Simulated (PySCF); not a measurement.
Computed with PBE-D3(BJ)/def2-TZVP // B3LYP-D3(BJ)/def2-SVP in PySCF. Isolated molecules, 0 K electronic values unless said otherwise. Excitations are Tamm–Dancoff values on a coarser integration grid. The basis has no diffuse functions, so Rydberg states are missing or too high.

Reference species (SMILES): `N#Cc1cc2cccccc-2c1` (neutral, multiplicity 1).

```yaml
T1 excitation (TDA): 1.83 eV
HOMO: -5.55 eV
dipole_moment: 6.30 D
```

After one change: the T1 excitation (TDA) drops by 0.15 eV; the HOMO goes up by 0.06 eV; the dipole moment decreases by 2.06 D.

Problem. Name the change that produced these shifts. The new species is one of these.
A. `N#Cc1cccc2cccc-2c1`
B. `N#Cc1ccc2cccccc1-2`
C. `N#Cc1ccc2cccc-2cc1`

Solution. C, `N#Cc1ccc2cccc-2cc1`
